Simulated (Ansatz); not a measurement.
C₂H₇NSn (`C[C](=N)[SnH3]`). Total charge 0; spin multiplicity 1. Correlated methods include outer-core shells of Sn, which these sets cover unevenly. Sn: def2 effective core potential.

```
atom    x (Å)    y (Å)    z (Å)
  C1  -1.1912  -0.1090  -1.1127
  C2  -0.4399   0.4768   0.0395
  N3  -0.8684   1.5312   0.5920
 Sn4   1.3705  -0.5495   0.6923
  H5  -0.5503  -0.1633  -1.9983
  H6  -2.0716   0.4961  -1.3375
  H7  -1.5014  -1.1337  -0.8849
  H8  -0.2792   1.8403   1.3646
  H9   2.5317  -0.6126  -0.5592
 H10   1.0287  -2.1444   1.2004
 H11   1.9709   0.3681   2.0038
```

Q: Give the diagnostics of a CCSD(T)/def2-TZVPP run (frozen core, Ansatz 0.2.0). (An estimate is asked.)

A: The calculation gave: T1 = 0.0137, largest single amplitude 0.025, largest double 0.052, (T) share of the correlation energy 3.7 %, 10 CCSD cycles. The RHF solution is stable towards an unrestricted one. T1 lies under the customary mark of 0.02 for closed shells.
